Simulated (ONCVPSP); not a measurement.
**lithium (Li): ONCV pseudisation with LDA (Perdew-Zunger), scalar-relativistic reference atom.**

```json
{"Element": "Li (Z = 3)", "Generator": "ONCVPSP 4.0.1", "Type": "optimised norm-conserving Vanderbilt (ONCV)", "Functional": "LDA (Perdew-Zunger)", "Relativity": "scalar-relativistic", "Frozen core": "[He]", "Valence charge": "1", "Reference configuration": "2s1", "Partial waves": "2s: rc 3.50 bohr, ncon 5, nbas 9, qcut 1.9 1/bohr, 3 projectors, debl 3.7 Ha; p scattering state at 0.14 Ha: rc 2.90 bohr, ncon 3, nbas 8, qcut 2.8 1/bohr, 2 projectors, debl 1.2 Ha", "Local potential": "polynomial inside 2.40 bohr (lpopt 5, dvloc0 6 Ha)", "Core correction": "Teter function fitted to the true core (icmod 2), fcfact 0.35"}
```

In the p channel the program set the typed energies aside and used 0.050, 1.250 Ha.

- Cutoffs needed: 1.4 Ha and 6.1 Ha (the cutoffs (Ha) at which the residual kinetic energy of the hardest occupied pseudo-wave falls to 1 and 0.1 mHa per electron) The cutoffs count occupied waves only; projector 3 of the s channel, the hardest unoccupied one, needs 34 Ha at the loose tolerance.
- Ghost test: no bound ghost flagged; GHOST(+) flags only above 600 eV
- Largest excitation error: -6.1 meV (all-electron minus pseudo) for 2s0 2p1, out of 2 test configurations
- rms error of d²Exc/dni dnj: 3.36 mHa without and 0.01 mHa with the model core
